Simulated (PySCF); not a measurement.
**Fractional electron number in Ir⁻ (iridium, charge -1)**

The 5d beta orbital of [Xe] 4f14 5d8 6s2 is emptied in steps (occupation f), with all orbitals relaxed, ending at [Xe] 4f14 5d7 6s2. All numbers are calculated (PySCF 2.14, scalar relativity through the core potential, in aug-cc-pVTZ-PP with ECP60MDF (6s6p5d3f2g, 88 functions)). The exact energy is a straight line in f; departures are measured from the line between the end points of the same method.

```
  f  LDA (eV)  PBE (eV)
  1     0.000     0.000
0.8    -0.600    -0.576
0.6    -0.919    -0.885
0.4    -0.934    -0.902
0.2    -0.627    -0.611
  0     0.000     0.000
```

| method | E(f=0) − E(f=1) (eV) | −ε at f=1 (eV) | −ε at f=0.4 (eV) |
| --- | --- | --- | --- |
| LDA | 2.287 | -1.366 | 3.008 |
| PBE | 2.119 | -1.385 | 2.790 |

Orbital energy along the path (eV):

| f | LDA | PBE |
| --- | --- | --- |
| 1 | 1.366 | 1.385 |
| 0.8 | 0.035 | 0.115 |
| 0.6 | -1.435 | -1.287 |
| 0.4 | -3.008 | -2.790 |
| 0.2 | -4.635 | -4.366 |
| 0 | -6.178 | -5.991 |

At f = 1 the orbital energy is positive for LDA, PBE: only the finite basis holds the electron.

Reference removal energy between the ground levels: 1.564 eV (measured; photodetachment measurements, as compiled on the Wikipedia data page of electron affinities). The calculation has no spin-orbit coupling. The determinant left behind need not be the lowest term of the ion.
